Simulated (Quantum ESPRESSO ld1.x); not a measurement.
Question: Bi3+, configuration [Hg]. All-electron calculation, Dirac Kohn-Sham, LDA (Slater exchange, Perdew-Wang correlation), spin-unpolarised, spherical densities, point nucleus. Program: ld1.x of Quantum ESPRESSO 7.5. Some entries of the table are withheld. Estimate them.

| orbital | occ. | eigenvalue (eV) | <r^2> (bohr^2) | <1/r> (bohr^-1) |
|---|---|---|---|---|
| 1s1/2 | 2 | -90480.6 | 0.0003464 | 103.3 |
| 2s1/2 | 2 | -16266.8 | 0.005190 | 25.59 |
| 2p1/2 | 2 | -15632.7 | 0.003645 | 25.53 |
| 2p3/2 | 4 | -13314.9 | 0.004825 | 20.24 |
| 3s1/2 | 2 | -3947.14 | 0.03363 | 9.377 |
| 3p1/2 | 2 | -3660.34 | 0.03052 | 9.286 |
| 3p3/2 | 4 | -3141.48 | 0.03684 | 7.899 |
| 3d3/2 | 4 | -2670.64 | 0.02803 | 7.802 |
| 3d5/2 | 6 | -2560.58 | 0.02974 | 7.496 |
| 4s1/2 | 2 | -926.894 | 0.1607 | 3.990 |
| 4p1/2 | 2 | -802.283 | 0.1627 | 3.880 |
| 4p3/2 | 4 | -674.150 | 0.1937 | 3.397 |
| 4d3/2 | 4 | -471.272 | 0.2002 | 3.204 |
| 4d5/2 | 6 | -447.360 | 0.2108 | 3.096 |
| 5s1/2 | 2 | -185.709 | (1) | 1.674 |
| 4f5/2 | 6 | -183.760 | (2) | 2.767 |
| 4f7/2 | 8 | -178.264 | (3) | 2.726 |
| 5p1/2 | 2 | -142.340 | 0.8805 | 1.553 |
| 5p3/2 | 4 | -117.403 | 1.069 | 1.375 |
| 5d3/2 | 4 | -56.8509 | 1.650 | 1.099 |
| 5d5/2 | 6 | -53.7761 | 1.764 | 1.059 |
| 6s1/2 | 2 | -40.4460 | 4.506 | 0.6422 |

Answer: 
(1) 5s1/2 <r^2> (bohr^2): 0.7731
(2) 4f5/2 <r^2> (bohr^2): 0.2291
(3) 4f7/2 <r^2> (bohr^2): 0.2356
